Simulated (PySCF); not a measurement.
# SMILES CCC(=C=S)[SiH2]C#N, C5H7NSSi

Geometry:
```tsv
atom	x (Å)	y (Å)	z (Å)
C1	-1.675	0.340	-0.690
C2	-0.898	-0.913	-0.296
C3	0.189	-0.591	0.705
C4	0.032	-0.651	1.989
S5	-0.045	-0.717	3.546
Si6	1.867	-0.004	0.058
C7	1.597	1.650	-0.778
N8	1.430	2.660	-1.291
H9	-1.012	1.084	-1.125
H10	-2.441	0.087	-1.421
H11	-2.158	0.776	0.181
H12	-1.581	-1.644	0.142
H13	-0.448	-1.357	-1.186
H14	2.826	0.212	1.136
H15	2.312	-0.924	-0.992
```

The calculation used PySCF 2.14.0, quadratic response BHandHLYP/def2-SVPD first hyperpolarisability, Taylor convention, gas phase. Geometry: GFN2-xTB.

(1) Give the tensor of the second harmonic β(−2ω;ω,ω) at 1064 nm in the axes of these coordinates.

Answers

(1) In au, Taylor convention; rows are the first index (the induced dipole):
```csv
,xx,yy,zz,xy,xz,yz
x,-58.0,-10.0,-39.7,-12.8,+23.6,+41.7
y,-15.9,+69.5,+23.6,-9.9,+42.7,-67.5
z,+27.4,-72.8,-137.2,+46.1,-50.0,+24.4
```
Norm of βᵢ = ⅓ Σⱼ (βᵢⱼⱼ + βⱼᵢⱼ + βⱼⱼᵢ): 229.0 au, hyper-Rayleigh value 100.1 au.
